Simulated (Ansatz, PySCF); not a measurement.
Species: sum formula HSeO (charge 0, doublet). It need not be the lowest isomer of its formula. 
Structure (B3LYP-D3(BJ)/def2-TZVP (Ansatz, a first-principles code) minimum search):
SMILES: [O][SeH]
```xyz
3

Se    -0.2157     0.0706     0.2048
H     -1.3302     0.1492    -0.8021
O      1.0829    -0.3188    -0.7703
```
Charge 0, spin multiplicity 2.

Wanted: atomisation energy (electronic, to ground-state atoms), in kJ/mol. Cores are frozen in the correlated levels unless marked. Open shells are spin-unrestricted. No spin-orbit coupling. The frozen core is the preceding noble-gas configuration, with the filled d and f shells of earlier blocks. Non-relativistic. The coupled-cluster limit lacks core correlation, which all-electron functionals hold. Basis-set limits of correlation are two-point, X^-3; Hartree-Fock from the larger set.

```
level                                program  atomisation energy (kJ/mol)  minus last row
----------------------------  --------------  ---------------------------  --------------
HF-D3(BJ)/def2-TZVPD           PySCF + dftd3                        347.6          -335.0
BP86/def2-TZVPD                        PySCF                        757.7            75.1
M06-L-D4/def2-TZVPD            PySCF + dftd4                        706.1            23.5
B3LYP-D3(BJ)/def2-TZVPD       Ansatz + dftd3                        696.2            13.6
MN15-D3(BJ)/def2-TZVPD         PySCF + dftd3                        677.4            -5.2
MP2/def2-TZVPP                        Ansatz                        627.7           -54.9
RI-MP2/def2-QZVPP                     Ansatz                        649.5           -33.1
SCS-MP2/cc-pVQZ                       Ansatz                        642.2           -40.4
CCSD(T)/STO-3G                        Ansatz                        472.1          -210.5
CCSD(T)/CBS(cc-pVTZ,cc-pVQZ)          Ansatz                        682.6             0.0
```

The T1 diagnostic of CCSD in the largest basis is 0.054, which is high, so the coupled-cluster rows are less sure than usual.
